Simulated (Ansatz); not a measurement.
Reaction (cleavage of the Si–Ge bond): `Cl[SiH](Cl)[GeH3]` + `N[SiH](O)O` → `O[SiH](O)N[SiH](Cl)Cl` + GeH₄

Gas-phase electronic energies from Ansatz, PBE0-D4/def2-TZVP geometries. CBS: MP2 limit from def2 TZ/QZ plus the TZ coupled-cluster correction, frozen cores. This one scheme is used for every species. DFT in def2-TZVPP. B3LYP here is the variant with VWN-RPA as its local correlation; programs differ in this. For Ge outer-core shells are correlated without core-valence functions, which leaves a few kJ/mol of doubt a bond. Scalar relativity is left out up to krypton. Each species was taken in one conformer, which may not be the lowest.

```json
{"level": "PBE0-D4", "ΔE (eV)": "-0.58"}
{"level": "B3LYP-D4", "ΔE (eV)": "-0.66"}
{"level": "ωB97M-V", "ΔE (eV)": "-0.71"}
{"level": "B2PLYP", "ΔE (eV)": "-0.65"}
{"level": "r2SCAN", "ΔE (eV)": "-0.63"}
{"level": "SCS-MP2/def2-TZVPP", "ΔE (eV)": "-0.73"}
{"level": "HF/def2-QZVPP", "ΔE (eV)": "-0.79"}
{"level": "MP2/def2-QZVPP", "ΔE (eV)": "-0.71"}
```

(1) What does CCSD(T)/CBS give? (An estimate is asked.)

Largest T1 diagnostic among the species: 0.012.

## Answers

(1) Ansatz gave: -0.66 eV. The listed levels differ from it by 0.08, 0.00, -0.05, 0.01, 0.03, -0.07, -0.13, -0.05 eV.

The D4 term adds −0.09 eV with B3LYP and −0.05 eV with PBE0; it sums over pairs of atoms, weighted by their polarisabilities, and B3LYP, whose exchange is more repulsive, gets the larger term. From PBE to PBE0 (25 % exact exchange), in def2-TZVPP and without D4, ΔE moves by −0.08 eV. In def2-TZVPP, CCSD(T) changes the Hartree–Fock value by +0.09 eV (the triples alone add +0.01 eV) and MP2 by +0.05 eV.
